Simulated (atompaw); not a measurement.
How hard is this W PAW (atompaw) potential?

| Property | Result |
| --- | --- |
| Element | tungsten |
| Generator | atompaw 4.2.0.5 |
| Type | PAW |
| Functional | PBEsol |
| Relativity | scalar-relativistic |
| Frozen core | [Kr] 4d10 4f14 |
| Valence charge | 14 |
| Reference configuration | 5s2 5p6 5d4 6s2 6p0 |
| Partial waves | 5s (bound): rc 1.30 bohr; 6s (bound): rc 1.45 bohr; 5p (bound): rc 1.30 bohr; 6p (bound, empty): rc 1.80 bohr; 5d (bound): rc 1.60 bohr; 5d channel at 0.85 Ry: rc 1.60 bohr |
| Local potential | bessel scheme, radius 1.45 bohr |
| Core correction | smooth core density matched at 1.20 bohr |
| Augmentation charge | sinc compensation charge, radius 1.75 bohr; PAW radius 1.80 bohr; waves and projectors: custom polynom gramschmidtortho |

The pseudo-atom Hamiltonian at the reference potential is diagonalised in spherical Bessel functions j_l(qr) that vanish at 20 bohr, with q² up to the cutoff. All-electron valence levels (Ry): 5s -5.8143, 6s -0.4223, 5p -3.1767, 6p -0.0979, 5d -0.3316.

How do the lowest levels (Ry) of each channel move with the cutoff, and are there ghosts?

```json
{"cutoff (Ry)": "8", "s #1": "-5.6518", "s #2": "-0.3826", "p #1": "-2.2540", "p #2": "-0.0523", "d #1": "-0.0756", "f #1": "0.1100", "f #2": "0.2311", "Σ f·Δε (mRy)": "6965.2"}
{"cutoff (Ry)": "15", "s #1": "-5.7962", "s #2": "-0.4197", "p #1": "-3.0906", "p #2": "-0.0943", "d #1": "-0.2505", "f #1": "0.1100", "f #2": "0.2311", "Σ f·Δε (mRy)": "882.8"}
{"cutoff (Ry)": "30", "s #1": "-5.8083", "s #2": "-0.4222", "p #1": "-3.1722", "p #2": "-0.0978", "d #1": "-0.3308", "f #1": "0.1100", "f #2": "0.2310", "Σ f·Δε (mRy)": "43.2"}
{"cutoff (Ry)": "45", "s #1": "-5.8138", "s #2": "-0.4223", "p #1": "-3.1759", "p #2": "-0.0979", "d #1": "-0.3314", "f #1": "0.1100", "f #2": "0.2310", "Σ f·Δε (mRy)": "7.0"}
{"cutoff (Ry)": "70", "s #1": "-5.8142", "s #2": "-0.4223", "p #1": "-3.1766", "p #2": "-0.0979", "d #1": "-0.3316", "f #1": "0.1100", "f #2": "0.2310", "Σ f·Δε (mRy)": "1.2"}
{"cutoff (Ry)": "100", "s #1": "-5.8143", "s #2": "-0.4223", "p #1": "-3.1767", "p #2": "-0.0979", "d #1": "-0.3316", "f #1": "0.1100", "f #2": "0.2310", "Σ f·Δε (mRy)": "0.1"}
{"cutoff (Ry)": "400", "s #1": "-5.8143", "s #2": "-0.4223", "p #1": "-3.1767", "p #2": "-0.0979", "d #1": "-0.3316", "f #1": "0.1100", "f #2": "0.2310", "Σ f·Δε (mRy)": "0.0"}
```

Result: no extra level below or beside the all-electron valence levels (s, p, d, f tested); 10 mRy is reached at 45 Ry and 1 mRy at 80 Ry.
